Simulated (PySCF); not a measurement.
# Ti+ (titanium, charge +1) across methods

[Ar] 3d2 4s1, high-spin 4F determinant. Calculation: PySCF 2.14, in aug-cc-pVQZ-DK (9s8p6d4f3g2h, 140 functions); scalar relativity by spin-free X2C-1e.

```
 method  E (hartree)  mean ε 3p β (eV)  mean ε 3d α (eV)  mean ε 4s α (eV)  Σ⟨r²⟩ (bohr²)   ⟨S²⟩
r2SCANh     -853.431           -46.591           -13.631           -11.285          28.55  3.751
 PBEsol     -852.265           -44.848           -12.427           -10.916          28.61  3.750
    PBE     -853.243           -44.895           -12.513           -10.880          28.70  3.750
  M06-L     -853.398           -45.740           -12.396           -10.737          28.37  3.751
   PBE0     -853.278           -47.438           -14.295           -11.511          28.63  3.751
    LDA     -851.362           -44.987           -12.478           -11.096          28.53  3.750
    UHF   -852.54498           -53.833           -19.240           -13.030          29.08  3.753
```

Task: Estimate the same row for r2SCAN.

Result: E (hartree) = -853.435; mean ε 3p β (eV) = -45.683; mean ε 3d α (eV) = -12.967; mean ε 4s α (eV) = -11.039; Σ⟨r²⟩ (bohr²) = 28.57; ⟨S²⟩ = 3.751.
